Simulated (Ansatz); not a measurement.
Reaction (isomerisation): `O=C[SiH2]O[SiH3]` → `C1O[SiH2]O[SiH2]1`

Computed with Ansatz on PBE0-D4/def2-TZVP structures; ΔE is electronic, products minus reactants. CCSD(T)/CBS adds triple-zeta CCSD(T) − MP2 to the extrapolated MP2 energy (def2 sets, frozen cores). DFT in def2-TZVPP. B3LYP here is the variant with VWN-RPA as its local correlation; programs differ in this. Each species was taken in one conformer, which may not be the lowest.

```tsv
level	ΔE (kJ/mol)
ωB97X-V	-170.2
ωB97M-V	-170.4
PBE	-158.1
B3LYP	-152.1
HF/def2-QZVPP	-151.9
MP2/def2-QZVPP	-179.3
SCS-MP2/def2-QZVPP	-167.6
HF/CBS(def2)	-152.0
```

**Question.** What does CCSD(T)/CBS give? (An estimate is asked.)

**Answer.** Ansatz gave: -170.8 kJ/mol. The listed levels differ from it by 0.6, 0.4, 12.7, 18.7, 18.9, -8.5, 3.2, 18.8 kJ/mol.

Largest T1 diagnostic among the species: 0.014.

From PBE to PBE0 (25 % exact exchange), in def2-TZVPP and without D4, ΔE moves by −15.8 kJ/mol. In def2-TZVPP, CCSD(T) changes the Hartree–Fock value by −13.4 kJ/mol (the triples alone add +1.2 kJ/mol) and MP2 by −24.4 kJ/mol.
